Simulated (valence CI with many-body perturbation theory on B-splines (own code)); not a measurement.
# E1 line list for Cr¹⁸⁺

Calculated by relativistic CI+MBPT: four valence electrons over a frozen Dirac-Fock core [He], a basis of 11 s, 11 p, 9 d, 7 f, 5 g, 2 h, 1 i functions for each j, with the one-electron correlation potential Σ1, the two-electron term Σ2, the three-electron term Σ3, Breit, model QED; selected CI, second order for the rest (own B-spline code, finite nucleus).

No measured levels were compared; by estimate levels of excited configurations hold to 0.05 to 0.15 % of their energy, terms of the ground configuration to about 0.5 %. Among the levels kept, up to 260 cm⁻¹ of a level comes from second order outside the variational space, and about a tenth of that is noise between levels of different J, which matters for small intervals.

Lines 1 to 50 of 260 in falling wavelength, among levels below 66.005 Ry, chosen from the strongest by gf and those to the six lowest levels. Wavelengths and rates use the calculated energies, so an error of 500 cm⁻¹ moves a line at 73.16 nm by 0.37 % and its rate by three times that or more. Electric multipoles are in the length gauge, E1 and E2 with the static RPA response of the core. Weak lines are less certain than strong ones. Lines between different terms over intervals too small for the method are left out, as are lines whose strength nearly cancels. The highest levels of a list are the least certain.

Names give the largest LS component (configuration and term), which can be under half, so a name can repeat, a term be missing and a line seem to break the LS rules; names also repeat where a configuration has a term twice. Letters in brackets count levels of one name in rising energy.

```
λ vac (nm)                Upper                Lower   A (s⁻¹)  S (a.u.)
     73.16      2s 2p2 3p 1D°_2       2s 2p2 3s 1D_2  3.08e+08  2.98e-01
     65.65      2s 2p2 3p 1F°_3       2s 2p2 3s 1D_2  7.10e+08  6.94e-01
     65.21       2s2 2p 3p 3D_1      2s2 2p 3s 3P°_1  5.06e+08  2.08e-01
     64.85       2s 2p2 3d 5P_3      2s 2p2 3p 5S°_2  2.32e+08  2.18e-01
     62.63       2s2 2p 3p 3P_1      2s2 2p 3s 1P°_1  6.45e+08  2.34e-01
     62.47  2s 2p2 3p 3D°_3 [a]   2s 2p2 3s 3P_2 [a]  7.50e+08  6.32e-01
     61.86  2s 2p2 3p 3D°_2 [a]   2s 2p2 3s 3P_1 [a]  7.57e+08  4.42e-01
     60.71       2s 2p2 3d 5P_2      2s 2p2 3p 5S°_2  4.93e+08  2.72e-01
     59.87      2s 2p2 3p 1P°_1       2s 2p2 3s 1D_2  6.15e+08  1.95e-01
     59.56       2s 2p2 3d 5F_5      2s 2p2 3p 5D°_4  9.68e+08  1.11e+00
     59.38      2s 2p2 3p 3F°_2       2s 2p2 3s 3D_1  6.10e+08  3.15e-01
     59.27      2s 2p2 3p 3P°_1   2s 2p2 3s 3P_2 [a]  6.96e+08  2.15e-01
     58.86       2s 2p2 3d 5P_1      2s 2p2 3p 5S°_2  6.90e+08  2.08e-01
     58.43      2s 2p2 3p 5D°_1       2s 2p2 3s 5P_1  9.65e+08  2.85e-01
     57.89       2s 2p2 3d 5F_4      2s 2p2 3p 5D°_3  1.03e+09  8.91e-01
     57.59      2s 2p2 3p 3P°_2   2s 2p2 3s 3P_2 [a]  1.00e+09  4.72e-01
     55.96       2s 2p2 3d 5F_3      2s 2p2 3p 5D°_2  1.06e+09  6.43e-01
     55.57       2s 2p2 3d 5D_2      2s 2p2 3p 5P°_2  5.03e+08  2.13e-01
     55.33       2s 2p2 3d 5D_4      2s 2p2 3p 5D°_4  4.34e+08  3.27e-01
     54.54       2s 2p2 3d 5D_4      2s 2p2 3p 5P°_3  8.36e+08  6.02e-01
     54.19       2s 2p2 3d 5D_3      2s 2p2 3p 5P°_2  8.33e+08  4.58e-01
     54.05      2s 2p2 3p 3F°_3       2s 2p2 3s 3D_2  1.35e+09  7.38e-01
     53.67      2s2 2p 3d 3F°_4       2s2 2p 3p 3D_3  1.22e+09  8.37e-01
     53.66       2s 2p2 3d 5F_1      2s 2p2 3p 5D°_0  7.10e+08  1.62e-01
     53.52       2s2 2p 3p 3D_3      2s2 2p 3s 3P°_2  1.40e+09  7.42e-01
     53.30      2s 2p2 3p 5P°_3       2s 2p2 3s 5P_3  1.31e+09  6.85e-01
     52.57      2s 2p2 3p 5D°_4       2s 2p2 3s 5P_3  1.72e+09  1.11e+00
     52.53       2s 2p2 3d 5D_3      2s 2p2 3p 5D°_3  3.48e+08  1.74e-01
     52.47       2s 2p2 3d 5F_2      2s 2p2 3p 5D°_1  8.37e+08  2.98e-01
     52.13      2s 2p2 3p 5D°_3       2s 2p2 3s 5P_2  1.61e+09  7.90e-01
     52.05      2s2 2p 3d 3F°_3       2s2 2p 3p 3D_2  1.31e+09  6.38e-01
     51.38      2s 2p2 3p 3F°_4       2s 2p2 3s 3D_3  1.88e+09  1.14e+00
     51.15      2s 2p2 3p 5D°_2       2s 2p2 3s 5P_1  1.34e+09  4.42e-01
     50.87      2s2 2p 3d 3D°_3       2s2 2p 3p 3P_2  9.04e+08  4.11e-01
     50.81      2s 2p2 3p 5P°_1       2s 2p2 3s 5P_2  1.00e+09  1.94e-01
     50.59      2s 2p2 3p 5P°_2       2s 2p2 3s 5P_2  9.02e+08  2.88e-01
     50.45       2s2 2p 3p 3D_2      2s2 2p 3s 3P°_1  1.56e+09  4.95e-01
     50.13       2s2 2p 3p 3S_1      2s2 2p 3s 3P°_2  1.55e+09  2.89e-01
     50.07      2s 2p2 3p 1D°_2       2s 2p2 3s 3D_1  6.21e+08  1.92e-01
     49.96  2s2 2p 3d 1D°_2 [b]       2s2 2p 3p 3P_1  1.04e+09  3.19e-01
     49.74  2s2 2p 3d 1D°_2 [a]       2s2 2p 3p 1P_1  1.33e+09  4.03e-01
     49.15       2s 2p2 3d 3F_4  2s 2p2 3p 3D°_3 [a]  1.63e+09  8.57e-01
     49.12       2s 2p2 3d 5P_3      2s 2p2 3p 5P°_3  1.00e+09  4.10e-01
     49.09       2s2 2p 3p 1P_1      2s2 2p 3s 3P°_0  1.21e+09  2.11e-01
     48.92       2s2 2p 3p 3P_2      2s2 2p 3s 3P°_2  1.63e+09  4.71e-01
     48.52       2s 2p2 3d 3F_2  2s 2p2 3p 3D°_1 [a]  1.33e+09  3.75e-01
     48.48       2s 2p2 3d 3F_3  2s 2p2 3p 3D°_2 [a]  1.54e+09  6.07e-01
     48.39  2s 2p2 3p 3D°_2 [b]       2s 2p2 3s 3D_3  7.62e+08  2.13e-01
     48.15      2s2 2p 3d 1F°_3       2s2 2p 3p 1D_2  1.66e+09  6.38e-01
     48.07      2s2 2p 3d 3F°_2       2s2 2p 3p 3D_1  1.37e+09  3.75e-01
```
